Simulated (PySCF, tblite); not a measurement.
Isomers of C4H10O3Si. Method: GFN2-xTB as coded in tblite; computed harmonic values from a numerical Hessian at the method's own geometry, unscaled. Against measured fundamentals such values can be off by several per cent, at times by over 20. Modes of hydrogen on silicon can be 10 to 20 % off. One conformer each.

Electronic energies: PBE0/pcSseg-1 single points on the GFN2-xTB geometries (PySCF, gas phase).

```
                SMILES  electronic energy, lowest = 0 (kJ/mol)
     CO[SiH](OC)C(C)=O                                     0.0
    CO/C=C(\OC)O[SiH3]                                   230.8
COC(=O)[C@H](C)O[SiH3]                                    48.7
```

Q: How do GFN2-xTB zero-point energies change the relative energies?

A: 
```json
{"SMILES": "CO[SiH](OC)C(C)=O", "ZPE (kJ/mol)": "359.9", "of it from modes above 1550 cm⁻¹": "185.0", "electronic (kJ/mol)": "0.0", "with ZPE, lowest = 0 (kJ/mol)": "0.0", "lowest mode (cm⁻¹)": "31", "rings": "0"}
{"SMILES": "COC(=O)[C@H](C)O[SiH3]", "ZPE (kJ/mol)": "352.3", "of it from modes above 1550 cm⁻¹": "177.1", "electronic (kJ/mol)": "48.7", "with ZPE, lowest = 0 (kJ/mol)": "41.0", "lowest mode (cm⁻¹)": "51", "rings": "0"}
{"SMILES": "CO/C=C(\\OC)O[SiH3]", "ZPE (kJ/mol)": "348.0", "of it from modes above 1550 cm⁻¹": "176.5", "electronic (kJ/mol)": "230.8", "with ZPE, lowest = 0 (kJ/mol)": "218.9", "lowest mode (cm⁻¹)": "49", "rings": "0"}
```

The zero-point energies span 11.9 kJ/mol, from `CO/C=C(\OC)O[SiH3]` to `CO[SiH](OC)C(C)=O`. The order is unchanged.

Q: And how do the electronic energies of GFN2-xTB itself compare?

A: `CO[SiH](OC)C(C)=O` 18.2; `COC(=O)[C@H](C)O[SiH3]` 0.0; `CO/C=C(\OC)O[SiH3]` 104.0 kJ/mol, lowest = 0. Against the energies above, taken from the same isomer `CO[SiH](OC)C(C)=O`, the largest difference is 145.0 kJ/mol.

Q: What do entropy and thermal enthalpy add at 298.15 K and 1 bar (rigid rotor, harmonic oscillator, one conformer each)?

A: 
```csv
SMILES,point group,symmetry number,S (J/(mol K)),H − H(0) (kJ/mol),ZPE + H − H(0) − TS (kJ/mol)
CO[SiH](OC)C(C)=O,C1,1,458.3,33.99,257.3
COC(=O)[C@H](C)O[SiH3],C1,1,425.9,30.58,255.9
CO/C=C(\OC)O[SiH3],C1,1,438.9,31.98,249.2
```
